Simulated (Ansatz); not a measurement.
This geometry of C$_{2}$H$_{6}$BSi (10 atoms, charge 1, multiplicity 1) is a first-order saddle point.

All numbers below come from Ansatz, RKS PBE0/def2-SVP.

```xyz
10
Properties=species:S:1:pos:R:3
B -1.221 0.962 -0.298
C 0.066 0.523 -0.520
C 1.241 -0.335 -0.296
Si -0.112 -0.865 0.861
H -2.294 1.460 -0.236
H -0.114 1.400 -1.248
H 2.115 0.156 0.154
H 1.494 -1.025 -1.114
H -1.020 -1.961 0.465
H -0.154 -0.316 2.231
```

Problem. Which two structures does it join? (They come from a converged band through this point; their orientation in space is the band's.)

Solution. No bond is made or broken. The dihedral H6–C2–C3–H8 goes from 12 to -148°. The two ends are copies of one structure, up to a mirror image or an exchange of like atoms.

First end point:

```xyz
10
Properties=species:S:1:pos:R:3
B -0.951 1.277 0.100
C 0.064 0.615 -0.650
C 1.231 -0.219 -0.218
Si -0.296 -0.985 0.537
H -1.815 1.925 0.595
H -0.295 0.487 -1.692
H 1.910 0.235 0.514
H 1.751 -0.737 -1.030
H -1.077 -2.068 -0.087
H -0.521 -0.532 1.930
```

Last end point:

```xyz
10
Properties=species:S:1:pos:R:3
B -1.240 0.695 -0.728
C 0.147 0.784 -0.410
C 1.205 -0.268 -0.289
Si -0.183 -0.758 0.860
H -2.383 0.776 -1.040
H 0.329 1.750 0.104
H 2.155 0.081 0.128
H 1.328 -0.936 -1.150
H -1.111 -1.731 0.237
H -0.247 -0.393 2.287
```

Problem. How far does it lie above each of them?

Solution. 1.02 eV above the first and 1.02 eV above the second. This is the barrier of this one path; another mechanism may lie lower. Limits of this set-up: the dipole of an ion depends on the origin.

The run took 3.2 min on 1 thread of Arm Neoverse V1, on a shared host, peak memory 0.17 GiB.
